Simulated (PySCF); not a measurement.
Compound: C3H8OSSi.
Structure used (PBE0-D3(BJ)/def2-SVP), in Å, numbered top down from 1:
```xyz
14
C3H8OSSi angstrom
C     -2.075   -0.041    0.285
C     -1.296   -0.245   -0.966
S     -1.965   -0.531   -2.420
C      0.208   -0.183   -0.834
O      0.607    0.165    0.461
Si     2.202    0.319    0.931
H     -1.745   -0.759    1.054
H     -3.150   -0.137    0.099
H     -1.843    0.953    0.703
H      0.605   -1.176   -1.127
H      0.585    0.534   -1.588
H      2.931   -0.972    0.734
H      2.175    0.690    2.371
H      2.885    1.380    0.128
```

Level: CAM-B3LYP/def2-SVPD in PySCF, non-relativistic, on one gas-phase PBE0-D3(BJ)/def2-SVP geometry that isn't relaxed in the solvent. The solvent is an IEF-PCM continuum (cavity from Bondi-type radii × 1.2), and excitations are vertical TDDFT with non-equilibrium linear response and a frozen core. Only the electrostatic response of the medium enters.

```tsv
run	E − E(gas) (kJ/mol)	HOMO (eV)	HOMO–LUMO gap (eV)	dipole (D)	lowest singlet (eV)	static polarisability (au)
gas	0.00	-7.82	6.86	2.60	2.62	90.3
P	-17.01	-8.02	7.03	3.59	2.79	122.9
Q	-14.75	-7.99	7.01	3.46	2.76	117.6
```

**Question.** The runs were made in dichloromethane and methanol. Which run belongs to which solvent?

**Answer.** P = methanol, Q = dichloromethane. The dielectric constants are 8.93 (dichloromethane), 32.61 (methanol), and the energy falls further as ε rises. The optical constants n² used for the excitations are 2.03, 1.77 in the same order. In this model the ground state sees the solvent through ε alone.

**Question.** How constant is the ratio of the lowering to (ε − 1)/(2ε + 1)?

**Answer.** 
```tsv
solvent	(ε − 1)/(2ε + 1)	E − E(gas) (kJ/mol)	ratio (kJ/mol)	polarisation term (kJ/mol)
dichloromethane	0.420	-14.75	-35.1	-17.61
methanol	0.477	-17.01	-35.6	-20.84
```

The ratio changes by +1.6 % in size from dichloromethane to methanol. The polarisation term is half the interaction of the solute with the induced surface charges.

On Arm Neoverse V1, one thread, no GPU, on a shared host, this took 28 s and 0.98 GiB of memory at its peak. This is the whole response run at CAM-B3LYP/def2-SVPD in methanol, SCF included.
